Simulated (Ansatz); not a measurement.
Gas-phase electronic energies from Ansatz, PBE0-D4/def2-TZVP geometries. CCSD(T)/CBS adds triple-zeta CCSD(T) − MP2 to the extrapolated MP2 energy (def2 sets, frozen cores). This one scheme is used for every species. Functionals use def2-TZVPP. B3LYP here is the variant with VWN-RPA as its local correlation; programs differ in this. HSE06 is defined as in plane-wave codes. Each species was taken in one conformer, which may not be the lowest.

Reaction (substitution at a C–C bond): `FC/C(F)=C\C(F)(F)F` + HCl → `FC(F)(F)Cl` + `C=C(F)CF`

```csv
level,ΔE (kJ/mol),difference from CCSD(T)/CBS
B3LYP-D4,33.8,-3.6
BHLYP-D4,36.2,-1.2
CAM-B3LYP-D4,35.9,-1.5
ωB97M-V,33.9,-3.5
PBE-QIDH,34.3,-3.1
BLYP,25.2,-12.2
r2SCAN,29.5,-7.9
B3LYP,28.7,-8.7
HSE06,29.0,-8.4
CAM-B3LYP,32.5,-4.9
HF/def2-SVP,38.5,1.1
CCSD/def2-SVP,39.8,2.4
MP2/def2-TZVPP,38.4,1.0
SCS-MP2/def2-QZVPP,36.0,-1.4
HF/CBS(def2),31.6,-5.8
MP2/CBS(def2),35.8,-1.6
CCSD(T)/CBS,37.4,0
```

Largest T1 diagnostic among the species: 0.012.

In def2-TZVPP, CCSD(T) changes the Hartree–Fock value by +8.2 kJ/mol (the triples alone add +0.0 kJ/mol) and MP2 by +6.6 kJ/mol. Leaving LDA and LC-ωPBE aside and taking each functional with its dispersion term where it has one, the values, not all of them listed here, spread over 6.4 kJ/mol, from PBE-D4 to BHLYP-D4. LDA lies +7.3 kJ/mol from PBE without D4. From BLYP to BHLYP (50 % exact exchange), in def2-TZVPP and without D4, ΔE moves by +7.3 kJ/mol.
